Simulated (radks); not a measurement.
The numbers below are computed, except where a source is named.
The tellurium anion Te2-, [Xe], held by a Watson sphere: a shell of charge +2 at radius R that stands for the Madelung well of a crystal (potential energy -2/R inside, -2/r outside, in hartree with lengths in bohr). Level of theory: scalar-relativistic Kohn-Sham, LDA (Slater exchange, Perdew-Wang correlation), spin-polarised, spherical densities, finite nucleus; Fermi nuclear charge, rms radius of each element as measured or else 0.836 A^(1/3) + 0.57 fm (a radial shooting solver on a logarithmic mesh with Libxc functionals). Response by self-consistent Sternheimer equations with the Hartree and adiabatic LDA kernel, the relativistic mass of each level held fixed and spin-orbit coupling left out. The sphere does not respond.

R (bohr)  e(4d) (eV)  e(5s) (eV)  e(5p) (eV)  <r> 5p (bohr)  sum of <r^2> (bohr^2)  X-ray form factor at sin(theta)/lambda = 0.2 1/angstrom  alpha (bohr^3)
2.82         -40.368     -15.662      -6.966          2.709                  80.34                                                   41.604           49.62
3.7          -39.316     -14.026      -5.681          2.917                  89.56                                                   41.515           75.01
4.07         -38.953     -13.479      -5.174          2.992                  93.17                                                   41.514           88.94
4.09         -38.934     -13.452      -5.148          2.995                  93.36                                                   41.514           89.76
4.4          -38.647     -13.047      -4.752          3.053                  96.26                                                   41.520           103.2
5.01         -38.125     -12.362      -4.051          3.153                  101.7                                                   41.536           134.5
5.15         -38.013     -12.223      -3.905          3.173                  102.9                                                   41.540           142.7
